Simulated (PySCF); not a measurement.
A structure optimised at B3LYP-D3(BJ)/def2-TZVP, used in a PySCF frequency run:

```
Y
Cl 1 2.3557
Cl 1 2.3557 2 111.74
```
Charge +1, spin multiplicity 1.

Problem. Write its SMILES, formula and point group.

Solution. [Cl][Y+][Cl], Cl2Y, C2v

Problem. What are its rotational constants (standard atomic weights)?

Solution. 7.3338, 1.8747, 1.4930 GHz
